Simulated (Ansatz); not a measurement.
Start from `[F][Sn][Cl]` and change one element to get `[F][Ge][Cl]`.

Ansatz, PBE0-D4/def2-TZVP geometries, multiplicity 1. 

Elements past krypton have def2 core potentials. Scalar relativity is left out up to krypton.

```tsv
property	`[F][Sn][Cl]`
HOMO energy (PBE0/def2-TZVPP) / eV	-8.30
ideal-gas entropy at 298 K and 1 bar (rigid rotor, harmonic PBE0-D4/def2-TZVP) / J/(mol·K)	300
LUMO energy (PBE/def2-TZVPP) / eV	-3.61
size of the dipole moment (B3LYP/def2-TZVPP) / D	3.54
HOMO energy (PBE/def2-TZVPP) / eV	-7.16
zero-point energy (PBE0-D4/def2-TZVP) / kJ/mol	6.6
```

Task: What does the change do to each property? (An estimate is asked.)

Result: Ansatz gave: 
| property | `[F][Ge][Cl]` | shift |
| --- | --- | --- |
| HOMO energy (PBE0/def2-TZVPP) / eV | -8.44 | -0.14 |
| ideal-gas entropy at 298 K and 1 bar (rigid rotor, harmonic PBE0-D4/def2-TZVP) / J/(mol·K) | 289 | -11 |
| LUMO energy (PBE/def2-TZVPP) / eV | -3.58 | 0.03 |
| size of the dipole moment (B3LYP/def2-TZVPP) / D | 2.32 | -1.22 |
| HOMO energy (PBE/def2-TZVPP) / eV | -7.25 | -0.09 |
| zero-point energy (PBE0-D4/def2-TZVP) / kJ/mol | 7.7 | 1.1 |

With PBE0 the HOMO falls by 0.14 eV and the LUMO rises by 0.11 eV, so the gap widens by about 0.25 eV. PBE moves the HOMO by -0.09 eV and ωB97M-V by -0.18 eV. Dipoles are sizes alone; their direction can turn.

B3LYP here is the variant with VWN-RPA as its local correlation; programs differ in this.
